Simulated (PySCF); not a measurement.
Computed structure and properties of Pr2O3

System: Pr2O3 (singlet in the valence; each metal's 4f electrons, 2 of them, lie in its core potential, out of spins and levels); start: template (D3h). Method: PySCF 2.14.0, RKS B3LYP, Pr lcecp-1-SVP with ECP48, O def2-SVP; non-relativistic Hamiltonian with scalar-relativistic core potentials where named; density fitting; no spin-orbit coupling.

Input of the relaxation:

```python
mol = gto.M(atom='''
Pr     0.00000     0.00000     1.48250
Pr    -0.00000    -0.00000    -1.48250
O      1.59846     0.00001    -0.00000
O     -0.79924     1.38430    -0.00000
O     -0.79922    -1.38431     0.00000''',
    basis={'Pr': 'lcecp-1-SVP', 'O': 'def2-SVP'},
    ecp={'Pr': 'lcecp-1-SVP'},
    charge=0, spin=0)
mf = dft.RKS(mol, xc='B3LYP')
mf.grids.atom_grid = (50, 194)  # f atoms: unpruned, at least (60, 302)
mf = mf.density_fit()  # fitting sets: Pr AutoAux, O def2-universal-JKFIT
mf.conv_tol = 1e-08; mf.max_cycle = 55
mf.kernel(dm0)  # dm0: converged density of the start geometry
# quasi-Newton relaxation in Cartesian coordinates to a largest gradient under 0.00045 Eh/bohr, steps kept in the point group
```

Run from Python with OMP_NUM_THREADS=2; the lines above give its settings. Where DIIS fails, smearing, a level shift and second-order steps follow.
It took 24 s on 2 threads of Arm Neoverse V1, on a shared host, from the converged density of the start.

Course of the relaxation:

```tsv
step	energy above end (eV)	largest force component within the symmetry (eV/Å)
0	0.0084	0.324
1	0.0018	0.151
2	0.0000	0.003
```

Relaxed geometry (D3h):

```xyz
5

Pr    0.0000    0.0000    1.4864
Pr    0.0000    0.0000   -1.4864
O     1.5808    0.0000    0.0000
O    -0.7904    1.3690    0.0000
O    -0.7904   -1.3690    0.0000
```

```tsv
contact	Å
Pr1–O3 (O)	2.170
Pr1–O4 (O)	2.170
Pr1–O5 (O)	2.170
```

On the finer grid (75, 302):

```json
{
 "HOMO": "-5.01 eV",
 "LUMO": "-1.38 eV",
 "Dipole about the centre of mass": "0.00 D",
 "Set of Mulliken populations of Pr1 outside the core potential": "s 2.28, p 6.13, d 1.55, f 0.10",
 "D3(BJ) dispersion energy (not in the energies)": "-0.271 eV"
}
```

```csv
atom,Mulliken (e),Löwdin (e),spin (e)
Pr1,0.94,0.65,0.00
Pr2,0.94,0.65,0.00
O3,-0.63,-0.44,0.00
O4,-0.63,-0.44,0.00
O5,-0.63,-0.44,0.00
```

The 4f levels lie in the core potential and are missing. Their spin isn't counted.

On the grid (50, 194), as all that follows. Harmonic modes: a minimum; lowest 253 cm⁻¹ (negative: unstable), highest 609 cm⁻¹, zero-point energy 0.228 eV.

Rigid scan of O along the line from its metal, all other atoms held (where the atom bridges, its other bond changes as well):

(distance to O3 (Å), energy (eV)): (1.87, 0.866), (1.97, 0.334), (2.07, 0.073), (2.17, 0.000), (2.27, 0.057), (2.37, 0.203), (2.47, 0.412), (2.62, 0.804)

One start shape was tried, so this needn't be the lowest isomer.

An lcecp potential fixes the number of 4f electrons, so in runs with it no electron can move into or out of that shell.
